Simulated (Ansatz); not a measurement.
Ansatz results at the PBE0-D4/def2-TZVP geometry: HOMO–LUMO gap (B3LYP/def2-TZVPP) 4.55 eV; HOMO–LUMO gap (PBE0/def2-TZVPP) 4.99 eV; HOMO energy (PBE/def2-TZVPP) -5.56 eV.

**Question.** Which molecule gave them?
A. `N[SiH]([SiH3])CCl`
B. `[CH]1=NC[O][InH]1`
C. `O=C=C[SiH3]`
D. `BC(S)/C=[N]\[GaH2]`

**Answer.** B. The others give `O=C=C[SiH3]`: 5.86, 6.33, -6.05; `N[SiH]([SiH3])CCl`: 6.61, 7.05, -5.94; `BC(S)/C=[N]\[GaH2]`: 4.06, 4.49, -5.58.

B3LYP here is the variant with VWN-RPA as its local correlation; programs differ in this.
